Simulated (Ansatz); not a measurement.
**What each rung costs, and what it gives**

Saddle point of CH8AsGa, singlet (CH₅Ga ([CH3][GaH2]) + AsH₃ → GaAsH₄ ([GaH2][AsH2]) + CH₄; bonds formed: Ga1–As6, C2–H5; bonds broken: Ga1–C2, H5–As6), PBE0-D4/def2-TZVP structure:

```
atom    x (Å)    y (Å)    z (Å)
 Ga1  -0.9897   0.1339   0.3270
  C2   0.5122   1.3127  -0.6837
  H3  -2.0575  -0.3049  -0.7126
  H4  -1.1094   0.6378   1.7919
  H5   0.6342  -0.1231  -0.1854
 As6   0.8897  -1.8924   0.3837
  H7   1.3938   1.6240  -0.1221
  H8   0.7912   1.0315  -1.6998
  H9  -0.1535   2.1800  -0.7542
 H10  -0.3025  -2.6588  -0.1616
 H11   0.3916  -1.9406   1.8168
```

Barriers are electronic and count from the start structure reached by relaxing down the imaginary mode.

Computed with Ansatz 0.2.0 (basis: as named in each row); correlated methods freeze the cores. Filled d shells of the heavier atoms are correlated. The def2 sets are not built for correlating such inner shells, so the correlated values are less sure here. B3LYP uses VWN-RPA correlation. Extrapolation: Hartree–Fock as exp(−7.88 √X), correlation as X^−2.97.

Times are rough, for one single point on 8 threads of a shared host (Arm Neoverse V1).

The estimate by CCSD(T) at an estimated basis limit (MP2 extrapolated from triple and quadruple zeta, plus CCSD(T) − MP2 in triple zeta) is 26.83 kcal/mol.

```tsv
method	basis	time (s)	barrier (kcal/mol)	method less estimate
HF	STO-3G	under 1	53.10	26.28
SPW92	def2-SVP	under 1	14.32	-12.51
PBE-D4	def2-SVP	under 1	19.97	-6.86
PBE-D4	STO-3G	under 1	24.39	-2.44
B3LYP-D4	6-31G	under 1	27.76	0.93
PBE0-D4	def2-SVP	under 1	23.65	-3.18
SPW92	def2-TZVPP	2	14.63	-12.20
PBE-D4	def2-TZVPP	2	20.00	-6.83
BLYP-D4	def2-TZVPP	2	24.73	-2.10
B3LYP-D4	def2-TZVPP	2	27.07	0.24
BHLYP-D4	def2-TZVPP	2	31.49	4.66
PBE0-D4	def2-TZVPP	2	23.32	-3.51
CAM-B3LYP-D4	def2-TZVPP	2	29.46	2.63
RPA on PBE	def2-TZVPP	3	28.75	1.92
B2PLYP	def2-TZVPP	3	28.05	1.22
PBE-QIDH	def2-TZVPP	4	26.05	-0.78
wB97M-V	def2-SVP	4	28.72	1.89
r2SCAN-D4	def2-TZVPP	4	22.01	-4.82
r2SCAN0-D4	def2-TZVPP	4	24.56	-2.27
wB97X-V	def2-TZVPP	6	29.73	2.90
CCSD(T)	def2-SVP	6	32.36	5.53
wB97M-V	def2-TZVPP	6	28.99	2.16
B97M-V	def2-TZVPP	6	27.51	0.68
MP2	def2-QZVPP	25	25.42	-1.41
CCSD(T)	def2-TZVPP	110	28.49	1.66
```

All methods are single points on the PBE0-D4 structures.

No T1 diagnostic of these runs exceeds 0.013.

Labels in which every atom is bracketed show which atoms are joined, not bond orders.
